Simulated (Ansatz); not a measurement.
Ideal-gas functions of C$_{4}$H$_{2}$Cl$_{2}$Si, SMILES `C#C[Si](Cl)(Cl)C#C` at 400 K and 1 bar, from an Ansatz frequency run at PBE0-D4/def2-TZVP.

Molar mass 149.05 g/mol, point group C2v (symmetry number 2), electronic degeneracy 1, moments of inertia 398.605, 417.088, 426.496 u Å². Harmonic wavenumbers (cm⁻¹, unscaled): 86, 99, 114, 157, 180, 310, 312, 369, 382, 459, 617, 674, 720, 742, 743, 743, 743, 2174, 2175, 3465, 3465.

Use S(trans) = R[1.5 ln M + 2.5 ln T − 1.1517]; rotational temperatures θ = 24.2544 K / I; S(rot) = R[ln(√π/σ · √(T³/θAθBθC)) + 1.5]; for each mode x = 1.438777 ν̃/T, S = R[x/(eˣ − 1) − ln(1 − e⁻ˣ)] and H = RT x/(eˣ − 1); 1 cm⁻¹ = 0.0119627 kJ/mol; R = 8.31446 J/(mol·K).

Q: By hand: the entropy, in J/(mol·K).

A: Translation 177.4. Rotation: θ = 0.0608, 0.0582, 0.0569 K, giving 121.6. Vibration, mode by mode: 18.10, 16.94, 15.78, 13.18, 12.07, 7.83, 7.78, 6.55, 6.30, 5.03, 3.21, 2.73, 2.40, 2.25, 2.24, 2.24, 2.24, 0.03, 0.03, 0.00, 0.00, in all 126.9. Electronic 0.0. Sum 425.9 J/(mol·K).

Q: By hand: H − E and G − E in kJ/mol, counted from the electronic energy.

A: Zero-point energy ½ × 18729 × 0.0119627 = 112.0; thermal vibration 26.2; translation, rotation and pV give 4 RT = 13.3. H − E = 151.5 kJ/mol, and G − E = 151.5 − 400 × 425.9/1000 = -18.9 kJ/mol.

Vibration gives 30 % of the entropy, 50.8 J/(mol·K) of it from the modes under 150 cm⁻¹: soft modes count most, and the harmonic formula is weakest for them.
